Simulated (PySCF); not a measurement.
**How methods differ on the excitation energy of Ru**

Ru [Kr] 4d7 5s1 (5F) → Ru [Kr] 4d6 5s1 5p1 (high-spin determinant), as a difference of total energies. All numbers are calculated (PySCF 2.14, a scalar-relativistic core potential, in def2-QZVPPD with the def2 core potential (28 electrons) (7s5p4d4f2g, 88 functions)). Correlated levels: valence: 4s2 4p6 frozen; valence and next inner shell: nothing frozen outside the core potential. The calculations carry no spin-orbit coupling.

| method | excitation energy (cm⁻¹) |
| --- | --- |
| UHF | 13830 |
| LDA | 29417 |
| PBE | 29008 |
| PBE0 | 26828 |
| r2SCAN | 25592 |
| TPSS | 29111 |
| M06-2X | 29902 |
| MP2 (valence) | 24965 |
| SCS-MP2 (valence) | 27754 |
| MP2 (valence and next inner shell) | 24003 |
| SCS-MP2 (valence and next inner shell) | 25255 |

Problem. Estimate what BLYP gives.

Solution. 31188 cm⁻¹, closest to M06-2X among the rows shown.

Problem. Estimate what B3LYP gives.

Solution. 29507 cm⁻¹, closest to LDA among the rows shown.

The determinant of the upper state mixes LS terms, which raises its energy above the lowest term, most at the Hartree-Fock and MP2 levels.
